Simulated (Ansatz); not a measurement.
CHF, SMILES `[CH]F` (lower singlet) (charge 0, multiplicity 1). This singlet lies 0.66 eV below the relaxed triplet at the level composite: frozen-core CCSD(T) with HF/cc-pVQZ and the correlation energy extrapolated as X^-3 from cc-pVTZ and cc-pVQZ, plus CCSDT(Q) minus CCSD(T) in cc-pVDZ // PBE0-D3(BJ)/def2-TZVP (Ansatz, a first-principles code).

Method: BLYP/cc-pVTZ // PBE0-D3(BJ)/def2-TZVP run with Ansatz.

Ansatz 0.2 input:
```yaml
crystal:
  periodic: [false, false, false]
  atoms:
    - { symbol: C, position_ang: [-0.102963, 0.498829, 0.0] }
    - { symbol: F, position_ang: [0.99671, -0.195355, -0.000003] }
    - { symbol: H, position_ang: [-0.893748, -0.303474, 0.000004] }
basis:
  gaussian: { orbitals: cc-pVTZ }
hamiltonian:
  xc: blyp
```

Output:

```
Functional definition: BLYP
370 factors; their error is unknown
mean field evaluation 1: about -3765.9978 eV, gradient 2.3e1 eV
mean field evaluation 2: about -3765.8716 eV, gradient 2.3e1 eV
mean field evaluation 4: about -3767.1830 eV, gradient 2.8e0 eV
mean field evaluation 8: about -3767.1780 eV, gradient 3.3e-2 eV
mean field -3767.17798866 eV, -138.4412375983 hartree, gradient 1.8e-5 eV, S^2 0.000000; 0 other end points of the search recorded, 0 dependent functions left out
reference -3767.17819834 eV, -138.4412453040 hartree; 8, 8 occupied and 66, 66 virtual orbitals, 370 factors
Total energy: -3767.17819834 eV, -138.4412453040 hartree
```
